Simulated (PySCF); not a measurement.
## Argon: a sound run and one with changed settings

Sound run: Ar⁺ [Ne] 3s2 3p5, Ar²⁺ [Ne] 3s2 3p4. Calculation: PySCF 2.14, in x2c-SVPall (4s3p1d, 18 functions); the spin-free X2C one-electron Hamiltonian (Gaussian nucleus). In the sound run the correlated levels freeze [Ne]. The sound run starts from symmetry-adapted Hartree-Fock orbitals and uses a fine grid where one is needed.

Changed run: a valence shell is frozen. This setting is unsound on purpose.

| species | method | sound run (hartree) | changed run (hartree) | converged |
| --- | --- | --- | --- | --- |
| Ar⁺ | MP2 | -527.99013 | -527.95435 | yes |
| Ar⁺ | CCSD(T) | -528.00746 | -527.96531 | yes |
| Ar²⁺ | MP2 | -526.98667 | -526.94153 | yes |
| Ar²⁺ | CCSD(T) | -527.00636 | -526.95094 | yes |

Ionisation energy of Ar⁺:

```json
{"method": "UHF", "sound run (eV)": "26.652", "changed run (eV)": "26.652"}
{"method": "MP2", "sound run (eV)": "27.305", "changed run (eV)": "27.560"}
{"method": "SCS-MP2", "sound run (eV)": "27.279", "changed run (eV)": "27.609"}
{"method": "CCSD", "sound run (eV)": "27.242", "changed run (eV)": "27.600"}
{"method": "CCSD(T)", "sound run (eV)": "27.241", "changed run (eV)": "27.602"}
```

Freezing a valence shell removes pair correlation that changes on ionisation.

For comparison, NIST gives 27.630 eV between the lowest levels.
